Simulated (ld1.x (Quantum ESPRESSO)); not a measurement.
## Ranking TM potentials for molybdenum

All share these settings but for the change named:

molybdenum (Mo), norm-conserving Troullier–Martins (Kleinman–Bylander form), made with ld1.x (Quantum ESPRESSO) 7.5 (Wu–Cohen, scalar-relativistic). Core [Ar] 3d10, reference 4s2 4p6 4d5 5s1 5p0. Waves: 4s (bound): rc 1.55 bohr; 4p (bound): rc 1.40 bohr; 4d (bound): rc 1.55 bohr. Local part: the d channel. Core correction: none.

Occupied shells without a wave of their own: 5s. They enter only through the test configuration that unscreens the potential.

Cutoff: the first of the cutoffs (Ry, on a coarse ladder) from which the occupation-weighted sum of valence levels, in a spherical-Bessel basis at the reference potential, stays within 10 and 1 mRy of its value at 400 Ry; the density cutoff is not measured.

The base gives 70 Ry.

Of 6 variants that were run, those that failed, showed a ghost or another fault, or gave nearly equal values are left out.

A variant can come out equal or close to the base.

Problem. Rank these variants from softest to hardest (loose cutoff).
A. wave 4s (bound): rc 1.55 bohr becomes 4s (bound): rc 1.14 bohr
B. functional PBEsol
C. type RRKJ; local potential the p channel

Solution. C (60 Ry), B (70 Ry), A (100 Ry).
